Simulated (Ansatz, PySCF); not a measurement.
Hf(Cl)3(OSiH3) (Cl3H3HfOSi), SMILES [SiH3][O][Hf]([Cl])([Cl])[Cl], multiplicity 1. Atoms are numbered in the order given.

```xyz
9

Hf    -0.1240     0.2660     0.4435
Cl     2.1406     0.3203     1.0904
Cl    -1.4260    -0.8355     2.0688
Cl    -0.9331     2.4465     0.0688
O     -0.2559    -0.7125    -1.1948
Si    -0.3670    -1.5713    -2.6368
H     -1.2587    -2.7429    -2.4251
H      0.9952    -2.0239    -3.0270
H     -0.9317    -0.6755    -3.6815
```

Geometry optimised at B3LYP-D3(BJ)/def2-SVP. The multiplicity is an assumed one; other spin states were not compared. The isomer is the one that the SMILES or the coordinates give; other isomers of the formula were not compared. The def2 effective core potentials stand for the cores of Hf; spin–orbit coupling is left out. One conformer was computed; it need not be the lowest.

Two levels are set side by side: PBE-D3(BJ)/def2-SVP (Ansatz, a quantum-chemistry and plane-wave program) and B3LYP-D3(BJ)/def2-SVP (Ansatz). Each level has its own optimised geometry; the coordinates shown are those of the second. Frequencies come from the Hessian of PySCF at each geometry. Differences are taken from unrounded values.

| quantity | B3LYP-D3(BJ) | PBE-D3(BJ) | PBE-D3(BJ) minus B3LYP-D3(BJ) |
|---|---|---|---|
| mean bond length (Å) | 1.891 | 1.897 | 0.006 |
| bond Hf1–Cl2 (Å) | 2.356 | 2.354 | -0.002 |
| bond Hf1–Cl3 (Å) | 2.356 | 2.354 | -0.002 |
| bond Hf1–Cl4 (Å) | 2.356 | 2.354 | -0.002 |
| bond Hf1–O5 (Å) | 1.913 | 1.916 | 0.003 |
| bond O5–Si6 (Å) | 1.682 | 1.694 | 0.011 |
| bond Si6–H7 (Å) | 1.487 | 1.501 | 0.013 |
| bond Si6–H8 (Å) | 1.487 | 1.501 | 0.013 |
| bond Si6–H9 (Å) | 1.487 | 1.501 | 0.013 |
| highest harmonic wavenumber (cm⁻¹) | 2250 | 2193 | -57 |
| mean harmonic wavenumber (cm⁻¹) | 684 | 662 | -22 |
| zero-point energy (kcal/mol) | 20.53 | 19.87 | -0.66 |

GGA bonds tend to be longer and softer than those of functionals with exact exchange. Differences between two approximate levels are no errors against the true value.
